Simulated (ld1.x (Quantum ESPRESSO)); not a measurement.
# u(r) = r·R(r): atom against pseudo-atom (carbon)

Columns: radius, all-electron u(r) and pseudo u(r) of the 2s shell (level -13.75 eV) of carbon in the configuration [He] 2s2 2p2; PBE, scalar-relativistic, RRKJ scheme, ld1.x (Quantum ESPRESSO) 7.5.

```tsv
r (bohr)	all-electron	pseudo
0.149	0.3489	-0.0448
0.298	0.1564	-0.1367
0.447	-0.1412	-0.2861
0.596	-0.4053	-0.4616
0.745	-0.6016	-0.6190
0.894	-0.7291	-0.7320
1.043	-0.7976	-0.7976
1.192	-0.8204	-0.8204
1.341	-0.8105	-0.8105
1.490	-0.7784	-0.7784
1.639	-0.7325	-0.7325
1.788	-0.6787	-0.6787
1.937	-0.6216	-0.6216
2.086	-0.5641	-0.5641
2.235	-0.5082	-0.5082
2.384	-0.4551	-0.4551
2.533	-0.4056	-0.4056
2.682	-0.3601	-0.3601
2.831	-0.3187	-0.3187
2.980	-0.2812	-0.2812
3.129	-0.2477	-0.2477
3.278	-0.2177	-0.2177
3.427	-0.1910	-0.1910
3.576	-0.1673	-0.1673
3.725	-0.1464	-0.1464
3.874	-0.1280	-0.1280
```

(1) How many radial nodes do the two functions have?

(2) At about which radius was the pseudo-wave matched?

(3) Is the pseudo-wave norm-conserving?

Results:

(1) The all-electron 2s function has n − l − 1 = 1; the pseudo-wave has 0, since the states of the same l below it are removed with the core.

(2) 1.05 bohr, where the columns begin to agree (steps of 0.15 bohr).

(3) Yes: the RRKJ scheme keeps the norm inside the radius equal to the all-electron one, which fixes the energy derivative of the logarithmic derivative at the level.
